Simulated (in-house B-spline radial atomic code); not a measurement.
A run on B- that did not converge. Method: non-relativistic CAM-B3LYP, spin-polarised, spherical fractional occupations, point nucleus; computed with a B-spline radial code for spherical atoms.

Command:
```bash
python run_scf.py task.json out
```
Settings:
```
Z                5
configuration    [He] 2s2 2p2
hamiltonian      nr
method           camb3lyp
spin_polarised   True
```

First and last ten iterations of the last attempt (damped for 15 steps, keeping 80 % of the old Fock matrix, then DIIS):
```
 iter        energy (Eh)    residual
    1         -24.138143    8.68e-02
    2         -24.413468    5.13e-02
    3         -24.509380    3.37e-02
    4         -24.558941    2.13e-02
    5         -24.583628    1.28e-02
    6         -24.293127    3.22e-02
    7         -24.564377    1.88e-02
    8         -24.585147    1.14e-02
    9         -24.595756    6.40e-03
   10         -24.292836    3.28e-02
  111         -24.585445    1.29e-02
  112         -24.288287    3.32e-02
  113         -24.289455    3.31e-02
  114         -24.289186    3.31e-02
  115         -24.290199    3.29e-02
  116         -24.289876    3.28e-02
  117         -24.288830    3.31e-02
  118         -24.288112    3.32e-02
  119         -24.567625    1.85e-02
  120         -24.293776    3.19e-02
 not converged after 120 iterations
```

The smallest residual met was 4.7e-03; the threshold is about 1e-07. No energy from this run should be used.